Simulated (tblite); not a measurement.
C4H12B2OS.
SMILES with atom numbers: `[BH2:1][O:2][B:3]([CH3:4])[S:5][CH:6]([CH3:7])[CH3:8]` (hydrogens: H9, H10 on B1; H11, H12, H13 on C4; H14 on C6; H15, H16, H17 on C7; H18, H19, H20 on C8)

Computed with GFN2-xTB (tblite), gas phase: L-BFGS steps from a force-field or distance-geometry start until the largest atomic force falls under 0.01 eV/Å.

The end geometry, which sets the zero of energy:
```
atom  x, y, z in Å
B1     -1.9930    0.8012    1.2615
O2     -1.6923    0.0899    0.2144
B3     -1.3399   -0.6043   -0.8350
C4     -2.4046   -1.2447   -1.8337
S5      0.4303   -0.8708   -1.1925
C6      1.2849   -0.0008    0.2018
C7      1.3997    1.4831   -0.1069
C8      2.6456   -0.6486    0.4001
H9     -2.1207    1.9700    1.1489
H10    -2.1341    0.2688    2.3056
H11    -3.4208   -1.1455   -1.4596
H12    -2.2055   -2.3001   -2.0033
H13    -2.3596   -0.7623   -2.8081
H14     0.6628   -0.1546    1.0876
H15     1.9115    1.9931    0.7083
H16     1.9668    1.6306   -1.0237
H17     0.4160    1.9312   -0.2299
H18     3.2569   -0.5111   -0.4884
H19     2.5373   -1.7153    0.5789
H20     3.1535   -0.1993    1.2515
```

Question: These geometries come from the run, each turned onto the end geometry. Order them by energy, lowest first.
A.
```
atom  x, y, z in Å
B1     -1.9710    0.8096    1.2579
O2     -1.7029    0.0969    0.2023
B3     -1.3508   -0.5999   -0.8452
C4     -2.4108   -1.2626   -1.8361
S5      0.4223   -0.8543   -1.2025
C6      1.2755    0.0058    0.1984
C7      1.4052    1.4907   -0.0983
C8      2.6334   -0.6458    0.4007
H9     -2.0516    1.9844    1.1613
H10    -2.1363    0.2690    2.2946
H11    -3.4286   -1.1788   -1.4614
H12    -2.1936   -2.3170   -1.9928
H13    -2.3821   -0.7946   -2.8183
H14     0.6522   -0.1535    1.0822
H15     1.9298    1.9834    0.7182
H16     1.9699    1.6417   -1.0156
H17     0.4277    1.9523   -0.2126
H18     3.2579   -0.4785   -0.4735
H19     2.5221   -1.7175    0.5443
H20     3.1266   -0.2207    1.2740
```
B.
```
atom  x, y, z in Å
B1     -1.9901    0.9539    1.1902
O2     -1.6900    0.0981    0.2593
B3     -1.3450   -0.6398   -0.7607
C4     -2.4113   -1.2397   -1.7812
S5      0.4088   -1.0084   -1.0870
C6      1.3225   -0.1111    0.2472
C7      1.2725    1.4071    0.0535
C8      2.7486   -0.6395    0.2096
H9     -1.9808    2.1024    0.9230
H10    -2.2620    0.5688    2.2724
H11    -3.4336   -1.1054   -1.4335
H12    -2.2402   -2.2995   -1.9621
H13    -2.3273   -0.7373   -2.7433
H14     0.8446   -0.3954    1.1889
H15     0.9005    1.8917    0.9540
H16     2.2675    1.7914   -0.1645
H17     0.6187    1.6810   -0.7713
H18     3.1599   -0.5005   -0.7890
H19     2.7677   -1.7022    0.4410
H20     3.3638   -0.1051    0.9309
```
C.
```
atom  x, y, z in Å
B1     -1.8611    0.8595    1.2478
O2     -1.6847    0.1634    0.1637
B3     -1.3560   -0.5897   -0.8521
C4     -2.4007   -1.2899   -1.8235
S5      0.4105   -0.8518   -1.2246
C6      1.2487   -0.0007    0.1918
C7      1.3446    1.4932   -0.0676
C8      2.6056   -0.6574    0.3800
H9     -1.9188    2.0357    1.1897
H10    -1.9737    0.3104    2.2841
H11    -3.4238   -1.2417   -1.4662
H12    -2.1579   -2.3373   -1.9763
H13    -2.3536   -0.8117   -2.7993
H14     0.6131   -0.1843    1.0617
H15     1.6589    2.0082    0.8473
H16     2.0720    1.6874   -0.8583
H17     0.3715    1.8861   -0.3763
H18     3.2148   -0.4849   -0.5062
H19     2.4766   -1.7320    0.5031
H20     3.1087   -0.2519    1.2586
```
D.
```
atom  x, y, z in Å
B1     -2.3334    0.9962    1.0846
O2     -1.6501    0.3243    0.2044
B3     -1.2961   -0.5898   -0.6617
C4     -2.3781   -1.1594   -1.6882
S5      0.4166   -1.2184   -0.7544
C6      1.4683   -0.1729    0.3610
C7      1.3231    1.3171    0.0449
C8      2.8981   -0.6444    0.1223
H9     -2.4562    2.1580    0.9285
H10    -2.8008    0.4257    2.0051
H11    -3.3894   -0.9689   -1.3430
H12    -2.2964   -2.2218   -1.8821
H13    -2.2764   -0.6721   -2.6525
H14     1.1532   -0.3697    1.3895
H15     0.9678    1.8665    0.9129
H16     2.2751    1.7468   -0.2630
H17     0.6192    1.4709   -0.7682
H18     3.1793   -0.3663   -0.8910
H19     2.9745   -1.7255    0.2075
H20     3.5967   -0.1859    0.8209
```
E.
```
atom  x, y, z in Å
B1     -2.5350    0.8320    0.9520
O2     -1.5371    0.0409    0.5958
B3     -1.2061   -0.7053   -0.4574
C4     -2.4091   -1.0037   -1.4506
S5      0.4880   -1.1952   -0.9411
C6      1.5713   -0.2281    0.2149
C7      1.3505    1.2704   -0.0181
C8      3.0469   -0.6016    0.1130
H9     -2.4594    1.9447    0.5737
H10    -3.5419    0.4114    1.4200
H11    -3.3325   -0.6417   -1.0060
H12    -2.5411   -2.0458   -1.7032
H13    -2.2542   -0.4523   -2.3699
H14     1.2124   -0.5141    1.2036
H15     0.9795    1.7522    0.8854
H16     2.2640    1.7752   -0.3319
H17     0.6181    1.4287   -0.8073
H18     3.5023   -0.2208   -0.7998
H19     3.1997   -1.6781    0.1452
H20     3.5785   -0.1583    0.9593
```

Answer: A (0.002 eV), C (0.032 eV), B (0.133 eV), D (0.246 eV), E (0.686 eV).

In the order of the answer:

| step | E above end (eV) | largest force (eV/Å) | rms force component (eV/Å) | rms distance from end (Å) | rms bond change (Å) | bond most changed (Å) |
| --- | --- | --- | --- | --- | --- | --- |
| 116 | 0.002 | 0.04 | 0.013 | 0.029 | 0.001 | B3–C4 +0.001 |
| 95 | 0.032 | 0.24 | 0.066 | 0.123 | 0.003 | C7–H15 +0.007 |
| 57 | 0.133 | 0.10 | 0.030 | 0.398 | 0.003 | C6–C7 +0.011 |
| 24 | 0.246 | 0.22 | 0.073 | 0.511 | 0.003 | C6–C7 +0.010 |
| 6 | 0.686 | 0.48 | 0.132 | 0.692 | 0.009 | O2–B3 +0.026 |

The cost below is that of the whole relaxation. Time: 1.1 s wall. Hardware: an Arm Neoverse V1 with one thread, no GPU, shared host with 32 logical CPUs at a one-minute load of 25.
